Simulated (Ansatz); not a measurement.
Correlation energies of `[NH]=[V]([NH2])([OH])[Cl]` by basis set

```xyz
9

N    -1.319   -0.133    0.784
V    -0.019   -0.398   -0.112
N     0.362    1.216   -0.843
O     1.331   -0.977    0.865
Cl   -0.489   -1.855   -1.669
H    -2.205   -0.123    1.273
H    -0.168    2.068   -0.756
H     1.227    1.353   -1.350
H     1.279   -1.151    1.807
```

Total charge 0; spin multiplicity 1. Correlated methods include outer-core shells of V, which these sets cover unevenly. Scalar relativity is left out up to krypton. All single points use the PBE0-D4/def2-TZVP geometry. It is one conformer, not always the lowest. Frozen core, restricted reference, Ansatz 0.2.0.

```tsv
basis	HF (Eh)	MP2 corr.	CCSD corr.	(T)	CCSD(T) total
def2-SVP	-1588.02137	?	-1.11113	-0.07495	?
def2-TZVPP	-1588.55712	-1.53702	?	?	?
def2-QZVPP	-1588.59562	?	–	–	–
```

Q: Fill in the withheld values. (Best estimate.)

A: The calculation gave: def2-SVP MP2 corr.: -1.18144; def2-SVP CCSD(T) total: -1589.20745; def2-TZVPP CCSD corr.: -1.45262; def2-TZVPP (T): -0.10201; def2-TZVPP CCSD(T) total: -1590.11175; def2-QZVPP MP2 corr.: -1.64235.
